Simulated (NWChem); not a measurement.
# Tetragonal strain in Si (diamond structure): the shear constant

The numbers come from NWChem runs, not from measurements. Level: PBE, default library pseudopotentials (valence charges Si 4), cutoff 15 Ha, shifted 6×6×6 mesh, two-atom cell, no spin-orbit coupling. The cubic cell (a = 5.447 Å, near this level's equilibrium) is stretched by 1 + δ along x and y and by (1 + δ)^−2 along z, at constant volume; symmetry keeps the atoms on their sites.

```
δ       E − E(0) (meV/cell)
------  -------------------
-0.020                32.40
-0.010                 7.78
-0.005                 1.90
0.000                  0.00
0.005                  1.83
0.010                     ?
```

### Question
The cell volume is 40.41 Å³. To second order E − E(0) = 3V(C₁₁ − C₁₂)δ². Fit Aδ² + Bδ³, give C₁₁ − C₁₂, and predict the withheld row.

### Answer
A ≈ 75 eV and B ≈ -310 eV, with a largest residual of 0.01 meV, so C₁₁ − C₁₂ = A/(3V) ≈ 99 GPa. The fit predicts 7.16 meV at δ = 0.010; the run gave 7.15.
